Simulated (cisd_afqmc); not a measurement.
Input (AFQMC/CISD/def2-SVP; cisd_afqmc is a phaseless AFQMC code with CISD trial states that reads the integrals written by Ansatz):

Ansatz 0.2 input:
```python
import cisd_afqmc

open("ham.yaml", "w").write("""\
crystal:
  periodic: [false, false, false]
  atoms:
    - {symbol: Si, position_ang: [-0.87920555, -0.78195471, 1.06171613]}
    - {symbol: H, position_ang: [-1.89911641, -1.21899959, 0.01694135]}
    - {symbol: Br, position_ang: [0.40594269, 0.34761045, -0.42517049]}
basis:
  gaussian:
    orbitals: def2-SVP
magnetization: {spin_polarized: false}
correlation: {method: ccsd, electrons: outside_noble_gas, hamiltonian_folder: ham}
""")
rep = cisd_afqmc.ansatz("ham.yaml")
e_ccsd = rep["correlation"]["coupled_cluster"]["energy"]["hartree"]
out = cisd_afqmc.run("ham", e_ccsd, trial="CISD", walkers=200, populations=8, threads=8, dt=0.005, steps=40, early=24, settle=10, least=32,
    cut=5e-5, rank_cut=2e-4, target=0.0004, seconds=1500, seed=1, memory=17280, gpu=False)
```

Output:

```
orbitals 36, occupied [6], factors 194 of 522, rank of the doubles 95 of 180
E(HF) = -2861.513933
E(CCSD) on the cut factors = -2861.742984, shift to the whole factors -0.000005
Energy of the trial state on the determinant = -2861.742936
  tau behind 7.2 of longer steps, mean of the populations' last blocks
   2.0  -2861.75084
   4.0  -2861.75015
   6.0  -2861.75048
   8.0  -2861.75054
blocks 268 (0 outliers left out), error by blocks joined: 1: 0.00012, 2: 0.00015, 4: 0.00018, 8: 0.00021, 16: 0.00020
E(AFQMC/CISD) = -2861.75021 +/- 0.00021
```

 In a CCSD(T) run of this state the restricted determinant is unstable towards broken spin symmetry.

A triplet may lie lower; no result for it is given here.
